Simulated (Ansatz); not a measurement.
`O[SiH2]O[SiH](O)O` + `C[SiH](O)O` → `C[SiH](O)O[SiH2]O` + `O[SiH](O)O`  (ligand exchange at the Si–O bond)

Gas-phase electronic energies from Ansatz, PBE0-D4/def2-TZVP geometries. CCSD(T)/CBS adds triple-zeta CCSD(T) − MP2 to the extrapolated MP2 energy (def2 sets, frozen cores). DFT in def2-TZVPP. B3LYP here is the variant with VWN-RPA as its local correlation; programs differ in this. One conformer a species, not always the lowest.

`O[SiH2]O[SiH](O)O`:

Cartesian coordinates in Å:
```
O 0.957 -0.900 -1.501
Si 1.618 0.160 -0.412
O 0.439 0.523 0.638
Si -1.103 0.083 0.999
O -1.720 -0.712 -0.286
O -2.024 1.377 1.347
H 1.523 -1.566 -1.891
H 2.761 -0.494 0.273
H 2.056 1.397 -1.096
H -1.079 -0.725 2.229
H -1.067 -1.040 -0.915
H -2.360 1.896 0.614
```

`C[SiH](O)O`:

Cartesian coordinates in Å:
```
C -0.126 -0.647 1.185
Si -0.249 0.068 -0.519
O -0.334 1.698 -0.300
O 1.013 -0.364 -1.484
H 0.748 -0.255 1.712
H -1.011 -0.392 1.773
H -0.043 -1.736 1.145
H -1.430 -0.425 -1.271
H -0.466 2.238 -1.080
H 1.899 -0.185 -1.163
```

`C[SiH](O)O[SiH2]O`:

Cartesian coordinates in Å:
```
C 1.168 -0.115 -2.167
Si 0.365 -0.685 -0.606
O 1.509 -0.705 0.572
O -0.855 0.340 -0.181
Si -1.325 1.018 1.222
O -0.867 0.072 2.498
H 1.603 0.879 -2.034
H 0.440 -0.068 -2.980
H 1.965 -0.802 -2.461
H -0.252 -2.029 -0.760
H 1.190 -0.802 1.473
H -0.644 2.316 1.416
H -2.802 1.160 1.198
H -1.495 -0.581 2.810
```

`O[SiH](O)O`:

Cartesian coordinates in Å:
```
O -0.439 -0.358 -1.540
Si 0.062 0.308 -0.139
O 1.077 -0.638 0.737
O -1.232 0.548 0.828
H -1.070 -1.078 -1.489
H 0.735 1.557 -0.544
H 1.946 -0.818 0.376
H -1.080 0.481 1.772
```

```tsv
level	ΔE (kcal/mol)
PBE0-D4	0.0
ωB97X-V	0.0
r2SCAN	0.0
PBE0	0.1
B3LYP	0.2
HF/def2-TZVPP	-0.1
CCSD(T)/def2-TZVPP	0.0
MP2/def2-QZVPP	0.1
```

(1) What does CCSD(T)/CBS give? (Best estimate.)

Largest T1 diagnostic among the species: 0.012.

## Answers

(1) The calculation gave: +0.2 kcal/mol. The listed levels differ from it by -0.2, -0.2, -0.2, -0.1, 0.0, -0.3, -0.2, -0.1 kcal/mol.
